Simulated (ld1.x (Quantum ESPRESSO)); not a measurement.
## Logarithmic derivatives: Tc, TM

| Property | Result |
| --- | --- |
| Element | technetium |
| Generator | ld1.x (Quantum ESPRESSO) 7.5 |
| Type | norm-conserving Troullier–Martins (Kleinman–Bylander form) |
| Functional | Wu–Cohen |
| Relativity | scalar-relativistic |
| Frozen core | [Kr] |
| Valence charge | 7 |
| Reference configuration | 4d5 5s1 5p0 (charge +1) |
| Partial waves | 5p (bound, empty): rc 3.25 bohr; 4d (bound): rc 1.35 bohr; 5s (bound): rc 2.15 bohr |
| Local potential | the s channel |
| Core correction | none |

The phase is arctan(r·u′/u) with u = r·R(r), unwrapped; energies in Ry, scanned from -3 to 5 Ry. A pole is an energy at which the radial function vanishes at the test radius. The pseudo phase is shifted by a multiple of π to meet the all-electron one at the reference energy, and phase errors are pseudo minus all-electron; the curves can meet again beyond the range given. Levels narrower than the energy grid can be missing from the lists of poles.

```csv
channel,radius (bohr),reference energy (Ry),"poles, all-electron","poles, pseudo",unbroken range about the reference energy with phases within 0.05 rad,phase error 1 Ry above the reference energy (rad)
s,3.56,-0.84,"-0.20, 4.24","-0.22, 2.21",below 0.6,-0.015
p,3.56,-0.50,0.55,"0.52, 4.58",below 1.6,-0.007
d,3.56,-1.04,"-0.96, 2.02","-0.96, 2.45",below 0.0,+0.041
```

Phases in the p channel:

```tsv
E (Ry)	all-electron	pseudo
-3.00	1.381	1.380
-2.76	1.370	1.368
-2.52	1.355	1.354
-2.28	1.338	1.337
-2.04	1.316	1.314
-1.80	1.286	1.284
-1.56	1.244	1.242
-1.32	1.179	1.177
-1.08	1.063	1.061
-0.84	0.809	0.806
-0.60	0.089	0.088
-0.36	-0.890	-0.891
-0.12	-1.277	-1.279
0.12	-1.435	-1.439
0.36	-1.522	-1.528
0.60	-1.581	-1.589
0.84	-1.628	-1.639
1.08	-1.671	-1.687
1.32	-1.716	-1.740
1.56	-1.769	-1.810
1.80	-1.843	-1.920
2.04	-1.962	-2.142
2.28	-2.205	-2.756
2.52	-2.840	-3.805
2.76	-3.801	-4.265
3.00	-4.239	-4.441
3.24	-4.417	-4.531
3.48	-4.509	-4.587
3.72	-4.567	-4.626
3.96	-4.606	-4.655
4.20	-4.636	-4.680
4.44	-4.660	-4.701
4.68	-4.679	-4.721
4.92	-4.697	-4.740
```
